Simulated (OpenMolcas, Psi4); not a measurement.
# How basis sets differ on GeSiH5 (SMILES [SiH2][GeH3])

GeSiH5 has 7 atoms, charge 0, and is taken as a doublet. As SMILES, `[SiH2][GeH3]`. Geometry: relaxed at PBE0-D4/def2-TZVP.

```xyz
7

Si   -0.0947   -1.4236   -0.1634
Ge    0.2887    0.9147   -0.0977
H     0.1732   -2.1034    1.1339
H    -1.4564   -1.7847   -0.6454
H     0.0371    1.5171   -1.4890
H    -0.6338    1.6229    0.9132
H     1.7469    1.1891    0.3027
```

Quantity: the dipole moment, in D. The values are calculated.

```
                         level          kind     program  value (D)
        ROHF/ANO-RCC-MB (DKH2)  Hartree–Fock  OpenMolcas       0.28
                 ROHF/ANO-S-MB  Hartree–Fock  OpenMolcas       0.32
                    UHF/STO-3G  Hartree–Fock  OpenMolcas       0.66
                     UHF/3-21G  Hartree–Fock  OpenMolcas       0.26
UHF/def2-SVP (density fitting)  Hartree–Fock        Psi4       0.11
               UHF/aug-cc-pVDZ  Hartree–Fock  OpenMolcas       0.03
```

All-electron rows without a relativistic Hamiltonian named are non-relativistic. The values span 0.03 to 0.66 D. Magnitudes only. Sets without polarisation functions give poor dipoles.
